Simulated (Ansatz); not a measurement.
Molecule: C$_{2}$H$_{6}$BS, net charge 0, doublet state. It need not be the lowest isomer of its formula. 
Structure (B3LYP-D3(BJ)/def2-TZVP (Ansatz, a first-principles code) minimum search):
```
B
C 1 1.5507
H 2 1.0943 1 110.11
H 2 1.0943 3 105.92 1 -118.99
H 2 1.0955 3 108.07 4 -115.60
S 1 1.7442 2 130.01 3 121.93
C 6 1.8343 1 105.15 2 180.00
H 7 1.0865 6 109.89 1 -60.27
H 7 1.0865 8 110.24 6 -121.27
H 7 1.0887 8 109.88 9 -121.24
```
Charge 0, spin multiplicity 2.

Dipole moments at this geometry, in debye (magnitudes).

| level | program | dipole (D) |
|---|---|---|
| PBE/def2-TZVPD | Ansatz | 0.61 |
| revPBE/def2-TZVPD | Ansatz | 0.62 |
| r2SCAN/def2-TZVPD | Ansatz | 0.69 |
| B3LYP/def2-TZVPD | Ansatz | 0.66 |
| PBE0/def2-TZVPD | Ansatz | 0.67 |
| BHLYP/def2-TZVPD | Ansatz | 0.73 |
| HSE06/def2-TZVPD | Ansatz | 0.67 |
| wB97X-V/def2-TZVPD | Ansatz | 0.66 |
| CCSD(T)/aug-cc-pV(D+d)Z | Ansatz | … |

Q: Fill in the missing entries.

A: 
- CCSD(T)/aug-cc-pV(D+d)Z, dipole (D): 0.74
